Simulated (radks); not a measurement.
All-electron atom: Tb XLV in [Ar] 3d3.

Method: non-relativistic Kohn-Sham, PBE, spin-polarised, spherical densities, point nucleus; open shells are filled with parallel spins first (spin-orbit coupling, left out, can overturn this in heavy ions); relativity is left out, which matters for an element this heavy; computed with a radial shooting solver on a logarithmic mesh with Libxc functionals.

Energy parts (eV):
| part | energy |
|---|---|
| total | -261773.26 |
| kinetic | 261744.87 |
| electron-nucleus | -559498.78 |
| Hartree | 40216.85 |
| exchange-correlation | -4236.21 |

Orbitals (lengths in bohr, moments of r in powers of bohr; <r^-3> diverges for s and p1/2; r(max) is where P^2 peaks):
| orbital | occ. | eigenvalue (eV) | r(max) | <r^2> | <r^-3> |
|---|---|---|---|---|---|
| 1s up | 1 | -51179.90 | 0.01547 | 0.0007277 | - |
| 1s down | 1 | -51179.74 | 0.01547 | 0.0007277 | - |
| 2s up | 1 | -10257.07 | 0.08443 | 0.01136 | - |
| 2s down | 1 | -10241.40 | 0.08437 | 0.01135 | - |
| 2p up | 3 | -9906.567 | 0.06572 | 0.008438 | 9512 |
| 2p down | 3 | -9895.373 | 0.06566 | 0.008419 | 9534 |
| 3s up | 1 | -3872.384 | 0.2263 | 0.06528 | - |
| 3s down | 1 | -3858.681 | 0.2265 | 0.06551 | - |
| 3p up | 3 | -3731.659 | 0.2129 | 0.05980 | 2282 |
| 3p down | 3 | -3716.470 | 0.2132 | 0.06007 | 2264 |
| 3d up | 3 | -3497.441 | 0.1666 | 0.04531 | 400.8 |
| 3d down | 0 | -3477.220 | 0.1670 | 0.04558 | 399.2 |

The highest occupied level is 3d up at -3497.4 eV. Spin moment in Bohr magnetons: 3. The spin density at the nucleus is -7.04 e/bohr^3 (1s -1.20, 2s -21.99, 3s 16.16). The electron density at the nucleus is 1.955e+05 e/bohr^3.
